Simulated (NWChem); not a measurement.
CH$_{4}$MgSe; SMILES [CH3][Mg][SeH]

```xyz
7

Mg     0.0093    -1.1716     0.0001
C      0.0186    -3.2585     0.0002
H     -0.8517    -3.6704    -0.5384
H     -0.0080    -3.6683     1.0241
H      0.9221    -3.6609    -0.4887
Se     0.0340     1.2743     0.0000
H     -1.4403     1.2840    -0.0001
```
Atoms are numbered in this order, from 1.

All runs: NWChem. The geometry was optimised at PBE0/def2-SVP.

Question: What does the run give for PW6B95/def2-SVP? Quantities: highest occupied level (eV); orbital gap (eV); dipole (D).

Answer: 
| Property | Value |
|---|---|
| highest occupied level (eV) | -6.56 |
| orbital gap (eV) | 5.62 |
| dipole (D) | 1.53 |
